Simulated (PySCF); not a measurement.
# Peak assignment

Geometry:
| atom | x (Å) | y (Å) | z (Å) |
| --- | --- | --- | --- |
| Si1 | 2.295 | -1.807 | 0.147 |
| C2 | 1.631 | -0.038 | -0.059 |
| N3 | 2.585 | 0.897 | -0.195 |
| N4 | 2.290 | 2.160 | -0.351 |
| N5 | 1.042 | 2.557 | -0.386 |
| C6 | 0.053 | 1.681 | -0.257 |
| C7 | 0.272 | 0.314 | -0.079 |
| C8 | -0.810 | -0.677 | 0.068 |
| C9 | -2.079 | -0.555 | -0.747 |
| C10 | -2.121 | -0.302 | 0.718 |
| H11 | 1.835 | -2.368 | 1.455 |
| H12 | 1.751 | -2.676 | -0.942 |
| H13 | 3.779 | -1.761 | 0.090 |
| H14 | -0.955 | 2.109 | -0.299 |
| H15 | -0.462 | -1.697 | 0.255 |
| H16 | -2.513 | -1.479 | -1.136 |
| H17 | -2.151 | 0.297 | -1.428 |
| H18 | -2.230 | 0.727 | 1.071 |
| H19 | -2.584 | -1.049 | 1.367 |

- shielding tensors at KT3/pcSseg-1 (GIAO)
- geometry from PBE0-D3(BJ)/def2-SVP
- run in PySCF 2.14.0 with density-fitted response routines
- relativity neglected, single conformer, in vacuum, averaged over atoms made equivalent by symmetry, fast rotation or ring inversion

Chemical shifts δ = σref − σ; $^{13}$C (182.31 ppm), $^{1}$H (31.32 ppm) vs TMS, all at this level.

Question: Assign these signals to the numbered atoms. $^{13}$C{$^{1}$H} NMR (computed): δ 149.8 (C), 133.5 (C), 131.3 (CH), 16.6 (CH2), 15.4 (CH).

Answer: 
149.8 → C2, substituted aromatic carbon next to a ring nitrogen
133.5 → C7, substituted aromatic carbon
131.3 → C6, aromatic CH next to a ring nitrogen
16.6 → C9/C10, three-membered-ring carbon: carbons of three-membered rings are unusually shielded
15.4 → C8, three-membered-ring carbon

C9/C10 and C8 lie closer than the usual error of such a calculation, so a measured spectrum could show them in the other order.

Question: Assign these signals to the numbered atoms. $^{1}$H NMR (600 MHz, computed): δ 7.76 (s, 1H), 4.67 (s, 3H), 1.41 (m, 1H), 1.37 (m, 2H), 0.89 (m, 2H).

Answer: 
```tsv
δ (ppm)	atoms	environment	reason
7.76	H14	hydrogen on an aromatic CH next to a ring nitrogen	aromatic region
4.67	H11/H12/H13	hydrogen on a silicon bonded to C	–
1.41	H15	hydrogen on a three-membered-ring carbon	cyclopropane-type protons are shielded by the ring
1.37	H16/H19	hydrogen on a three-membered-ring carbon	–
0.89	H17/H18	hydrogen on a three-membered-ring carbon	–
```

H15 and H16/H19 lie closer than the usual error of such a calculation, so a measured spectrum could show them in the other order.

Shifts are as computed, not scaled to solution data. Of 1328 compounds with measured shifts, 309 miss one by over three times the rms of a fit or turn the order of signals round; such compounds aren't used in these exercises. Signals without a measured value on file couldn't be tested in this way. No couplings were computed; multiplicities are counted from neighbouring protons, with m where these are inequivalent, close in shift, in a saturated or five-membered ring or joined by F or P, and br s for small geminal =CH2 splittings.
